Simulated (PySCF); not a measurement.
A calculated (r2SCAN, PySCF 2.14, def2-TZVP, no relativity, point nucleus) atom or ion has these occupied shells.

| shell | electrons | orbital energy (eV) | rms radius, mean of both spins (bohr) |
| --- | --- | --- | --- |
| 1s | 2 | -9434.2 | 0.0592 |
| 2s | 2 | -1143.5 | 0.249 |
| 2p | 6 | -1006.1 | 0.221 |
| 3s | 2 | -129.32 | 0.742 |
| 3p | 6 | -85.067 | 0.780 |
| 3d | 10 | -10.912 | 1.05 |
| 4s | 2 | -6.071 | 2.91 |

**Question.** Name the element and its charge.

**Answer.** Zn (zinc, neutral), in [Ar] 3d10 4s2, closed-shell 1S.
